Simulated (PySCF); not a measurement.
# Electron correlation in Sn²⁺ (tin, charge +2)

[Kr] 4d9 5s2 6s1, high-spin 3D determinant (an excited configuration). All numbers are calculated (PySCF 2.14, the spin-free X2C one-electron Hamiltonian (Gaussian nucleus), in x2c-TZVPPall with one added diffuse shell each of s, p, d, f type (9s7p5d3f, 76 functions)). Frozen: [Ar] 3d10; 20 electrons correlated.

MP2 pair energies summed by pair of shells (mhartree):

```json
{"pair": "4d-4d", "energy": "-114.02", "share (%)": "34.9"}
{"pair": "4d-5s", "energy": "-67.50", "share (%)": "20.7"}
{"pair": "4p-4d", "energy": "-55.84", "share (%)": "17.1"}
{"pair": "5s-5s", "energy": "-25.26", "share (%)": "7.7"}
{"pair": "4p-4p", "energy": "-16.92", "share (%)": "5.2"}
{"pair": "4p-5s", "energy": "-11.87", "share (%)": "3.6"}
{"pair": "5s-6s", "energy": "-10.38", "share (%)": "3.2"}
{"pair": "4s-4d", "energy": "-7.94", "share (%)": "2.4"}
{"pair": "4s-4p", "energy": "-7.72", "share (%)": "2.4"}
{"pair": "4d-6s", "energy": "-6.01", "share (%)": "1.8"}
{"pair": "4s-4s", "energy": "-1.34", "share (%)": "0.4"}
{"pair": "4p-6s", "energy": "-1.04", "share (%)": "0.3"}
{"pair": "4s-5s", "energy": "-0.78", "share (%)": "0.2"}
{"pair": "4s-6s", "energy": "-0.07", "share (%)": "0.0"}
```

Total MP2 correlation energy: -326.70 mhartree.

Same-spin part -109.79 and opposite-spin part -216.90 mhartree; SCS-MP2 scales them by 1/3 and 6/5 to -296.88 mhartree.

This basis was not built for core-valence correlation, so the inner-shell part is incomplete.
